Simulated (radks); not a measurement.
Results of a calculation; reference values are marked as such.
Fractional charge and spin in the 3p shell of cobalt: the spin-up occupation runs from 2 to 3 and the spin-down occupation from 2 to 3; the fullest corner is Co2+, [Ne] 3s2 3d(up 3.5, down 3.5) 3p(up 3, down 3). Code: a radial shooting solver on a logarithmic mesh with Libxc functionals. Model: non-relativistic Kohn-Sham, PBE, spin-polarised, spherical densities, point nucleus. Energy (eV) minus the two flat planes that join the four corners (they meet along the diagonal where the two added fractions sum to one electron); zero is where a piecewise linear energy would lie.

down \ up       2    2.25     2.5    2.75       3
2           0.000  -2.030  -2.689  -2.003   0.000
2.25       -2.030  -2.592  -1.813   0.282  -1.833
2.5        -2.689  -1.813   0.376  -1.647  -2.420
2.75       -2.003   0.282  -1.647  -2.328  -1.796
3           0.000  -1.833  -2.420  -1.796   0.000

Corners above the fullest one (they belong to Co3+ and the next ion): (up 3, down 2) 93.534 eV, (up 2, down 3) 93.534 eV, (up 2, down 2) 209.04 eV. With half an added electron in each spin the energy lies 0.376 eV from the planes, and with half an added electron in spin up alone -2.689 eV. The planes are only a guide here: the flat-plane condition holds for ground states with one frontier orbital, while this shell lies below other occupied shells, so the corners above the fullest one are inner-hole states and not the ground states of those ions.
